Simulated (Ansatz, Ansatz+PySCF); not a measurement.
```xyz
8

C     0.0000    0.0000    0.0000
H     1.0903    0.0000    0.0000
H    -0.5452    0.9443    0.0000
H    -0.5452   -0.9443    0.0000
C    10.0000    0.0000    0.0000
H    11.0903    0.0000    0.0000
H     9.4548    0.9443    0.0000
H     9.4548   -0.9443    0.0000
```

Basis set: cc-pVDZ (spherical functions). Left uncorrelated: 2 orbitals. Correlation on ROHF uses semicanonical orbitals with singles. Charge 0, multiplicity 3.

Computed with Ansatz (development build ahead of 0.2.0); each method stands on the lowest determinant of its kind that the runs found. Restricted functionals stand beside restricted open-shell atoms, which can lie above the unrestricted atoms usual in DFT and then raise those values.

Q: Give the atomization energy at this shape (free ground-state atoms in the same class of orbitals less the molecule, no zero-point energy) of triplet C₂H₆ in separate pieces by ωB97X (unrestricted), ωB97X (restricted open-shell), r²SCAN (unrestricted), PBE0 (unrestricted), PBE (unrestricted), UHF-CCSD(T), ROHF-MP2, UHF-MP2, UHF.

A:

```
                       method  atomization energy
         ωB97X (unrestricted)            26.09 eV
ωB97X (restricted open-shell)            26.14 eV
        r²SCAN (unrestricted)            26.54 eV
          PBE0 (unrestricted)            26.30 eV
           PBE (unrestricted)            26.41 eV
                  UHF-CCSD(T)            24.93 eV
                     ROHF-MP2            24.76 eV
                      UHF-MP2            24.73 eV
                          UHF            20.64 eV
```

Caution for ωB97X (unrestricted), ωB97X (restricted open-shell), r²SCAN (unrestricted), PBE0 (unrestricted), PBE (unrestricted): charge can spread falsely over distant fragments.
